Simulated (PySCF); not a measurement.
# Computed spin Hamiltonian

C₂H₅F₂OSi₂ (doublet state).
Numbering: `[F:1][C@@H:2]1[CH2:3][Si:4]([F:5])[O:6][SiH2:7]1` (hydrogens: H8 on C2; H9, H10 on C3; H11, H12 on Si7)

Geometry (GFN2-xTB, Å), atoms numbered from 1 in this order:
```xyz
12
C2H5F2OSi2 angstrom
F     -0.1915   -1.9946   -0.7436
C     -0.2036   -1.0178    0.2534
C     -1.2747    0.0128   -0.0893
Si    -0.4207    1.3930   -1.1190
F     -0.7322    2.8114   -0.3893
O      1.1446    1.1062   -0.7142
Si     1.5281   -0.1555    0.2439
H     -0.4636   -1.5598    1.1683
H     -1.6417    0.4716    0.8302
H     -2.1168   -0.4711   -0.5798
H      1.8566    0.3544    1.5686
H      2.5167   -0.9512   -0.4553
```

The hyperfine couplings belong to this conformer and change with its torsions.

Computed, not measured: UKS B3LYP, pcH-1 on C F H O Si, non-relativistic, mean-field spin-orbit, GIAO in PySCF 2.14.0. The structure is a single GFN2-xTB conformer in the gas phase; no vibrational or solvent corrections. The geometry wasn't refined by DFT: couplings that depend on bond lengths, twists or pyramidal angles can differ widely from those at the functional's own minimum, by a factor of two or more for some ions and for spin on atoms past the first row. The SCF solution wasn't tested for stability.

```json
{"g1, g2, g3": "2.00064, 2.00142, 2.00231", "g_iso": "2.00146", "Form of g": "rhombic: the two nearest values differ by 47 % of g3 − g1", "⟨S²⟩": "0.7516 (exact 0.7500)", "HOMO–LUMO gap, α and β orbitals": "6.36, 4.98 eV", "Basis functions": "245"}
```

Isotropic coupling and dipolar principal values T1 to T3, in G; ρ(0) is the spin density at the nucleus (MHz turned into gauss with g_iso; 10 G = 1 mT):

```json
{"atom": "F1", "isotope": "19F", "a_iso": "0.0", "of which spin–orbit": "0.0", "T1": "-2.1", "T2": "-1.2", "T3": "3.3", "Mulliken spin population": "0.00", "ρ(0) (bohr⁻³)": "0.0000"}
{"atom": "C2", "isotope": "13C", "a_iso": "0.4", "of which spin–orbit": "0.0", "T1": "-0.5", "T2": "-0.5", "T3": "0.9", "Mulliken spin population": "0.00", "ρ(0) (bohr⁻³)": "0.0010"}
{"atom": "C3", "isotope": "13C", "a_iso": "36.2", "of which spin–orbit": "0.0", "T1": "-5.1", "T2": "-4.8", "T3": "9.9", "Mulliken spin population": "0.11", "ρ(0) (bohr⁻³)": "0.0902"}
{"atom": "Si4", "isotope": "29Si", "a_iso": "-305.9", "of which spin–orbit": "0.3", "T1": "-49.6", "T2": "24.2", "T3": "25.3", "Mulliken spin population": "0.78", "ρ(0) (bohr⁻³)": "0.9652"}
{"atom": "F5", "isotope": "19F", "a_iso": "79.9", "of which spin–orbit": "0.5", "T1": "-49.5", "T2": "-46.0", "T3": "95.5", "Mulliken spin population": "0.04", "ρ(0) (bohr⁻³)": "0.0529"}
{"atom": "O6", "isotope": "17O", "a_iso": "-20.2", "of which spin–orbit": "0.0", "T1": "-6.5", "T2": "3.0", "T3": "3.4", "Mulliken spin population": "0.03", "ρ(0) (bohr⁻³)": "0.0932"}
{"atom": "Si7", "isotope": "29Si", "a_iso": "-9.6", "of which spin–orbit": "0.0", "T1": "-1.6", "T2": "0.7", "T3": "0.8", "Mulliken spin population": "0.01", "ρ(0) (bohr⁻³)": "0.0302"}
{"atom": "H8", "isotope": "1H", "a_iso": "6.7", "of which spin–orbit": "0.0", "T1": "-0.7", "T2": "-0.3", "T3": "0.9", "Mulliken spin population": "0.01", "ρ(0) (bohr⁻³)": "0.0042"}
{"atom": "H9", "isotope": "1H", "a_iso": "4.6", "of which spin–orbit": "0.0", "T1": "-2.6", "T2": "-0.3", "T3": "3.0", "Mulliken spin population": "0.01", "ρ(0) (bohr⁻³)": "0.0029"}
{"atom": "H10", "isotope": "1H", "a_iso": "-3.6", "of which spin–orbit": "0.0", "T1": "-2.7", "T2": "-1.0", "T3": "3.7", "Mulliken spin population": "-0.01", "ρ(0) (bohr⁻³)": "-0.0023"}
{"atom": "H11", "isotope": "1H", "a_iso": "3.4", "of which spin–orbit": "0.0", "T1": "-0.4", "T2": "-0.3", "T3": "0.7", "Mulliken spin population": "0.01", "ρ(0) (bohr⁻³)": "0.0021"}
{"atom": "H12", "isotope": "1H", "a_iso": "-0.1", "of which spin–orbit": "0.0", "T1": "-0.4", "T2": "-0.4", "T3": "0.8", "Mulliken spin population": "0.00", "ρ(0) (bohr⁻³)": "-0.0001"}
```

The Mulliken spin populations are largest on Si4 (+0.78) and C3 (+0.11). Si4 is the only atom above +0.15. The angles at Si4 add up to 310.0°, so it is pyramidal.

Under fast tumbling the dipolar parts average out, and these isotropic splittings remain: 1 × 19F (F5, I = 1/2, 2 lines) with 7.99 mT, 1 × 1H (H8, I = 1/2, 2 lines) with 0.67 mT, 1 × 1H (H9, I = 1/2, 2 lines) with 0.46 mT, 1 × 1H (H10, I = 1/2, 2 lines) with 0.36 mT and 1 × 1H (H11, I = 1/2, 2 lines) with 0.34 mT.

The 17O coupling of O6 (-56.6 MHz) shows only in satellite lines or after enrichment, since that isotope makes up about 0.038 % of natural oxygen.

The 13C coupling of C3 (101.4 MHz) shows only in satellite lines or after enrichment, since that isotope makes up about 1.07 % of natural carbon.

The run took 2.0 min of wall time (grids of density and orbitals included) on one thread, Intel Xeon at 2.50 GHz (x86_64), no GPU (shared host), and the process peaked at 0.95 GiB of memory.
